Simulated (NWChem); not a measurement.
Molecule: CH4GeOS, singlet; SMILES C[O][Ge][SH]

```xyz
8

Ge     0.5787    -0.0113     0.0111
O     -0.8604    -1.1199     0.0015
C     -0.6981    -2.5243     0.0052
H     -1.1873    -2.9612     0.9038
H     -1.1865    -2.9652    -0.8920
H      0.3706    -2.8503     0.0066
S     -0.6995     1.8662     0.0020
H      0.4067     2.6634     0.0084
```
Atoms are numbered in this order, from 1.

Level: PBE-D3(BJ)/def2-SVP (NWChem), optimised geometry, unscaled harmonic frequencies. Low-valent species are run as closed-shell singlets; no triplet was tried in these runs.

**Question.** List the harmonic frequencies with IR intensities, and the thermochemistry.

**Answer.** 
```tsv
frequency (cm⁻¹)	IR intensity (km/mol)
118	3.2
123	0.1
137	3.0
248	3.8
326	9.5
375	44.7
582	73.2
691	9.8
1080	219.1
1130	0.2
1154	16.4
1407	1.0
1415	29.4
1426	8.6
2613	1.6
2901	103.5
2988	39.9
3013	27.7
```

| Quantity | Value |
|---|---|
| zero-point energy | 31.0 kcal/mol |
| thermal correction to the enthalpy at 298.15 K (with zero-point energy) | 35.7 kcal/mol |
| heat capacity Cv | 19.7 cal/(mol K) |
| entropy at 298.15 K and 1 atm (symmetry number 1) | 81.6 cal/(mol K) |
| dipole moment | 1.96 D |

Rigid rotor and harmonic oscillator.
